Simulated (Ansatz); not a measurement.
```xyz
9

C     0.959    0.787   -0.308
N    -0.074    0.214    0.522
Ga   -1.205   -1.143    0.108
H     0.982    0.277   -1.274
H     1.956    0.686    0.137
H     0.791    1.853   -0.507
H    -0.138    0.649    1.429
H    -2.230   -1.560    1.209
H    -1.040   -1.762   -1.316
```

Charge 0, multiplicity 1.

(1) List the CAM-B3LYP/def2-TZVPP orbital energies in eV (the Gaussian-basis code of Ansatz). (An estimate is asked.)

Results:

(1) The calculation gave: Occupied: -10139.13, -1250.80, -1108.10, -1107.99, -1107.98, -390.98, -279.25, -151.13, -104.63, -104.35, -104.35, -25.94, -24.38, -24.29, -24.27, -24.19, -24.03, -19.84, -15.21, -13.99, -13.34, -12.37, -10.51, -9.87, -8.12. Lowest empty: 0.13, 1.70, 2.37, 2.83, 3.27, 4.36, 4.38, 4.94.
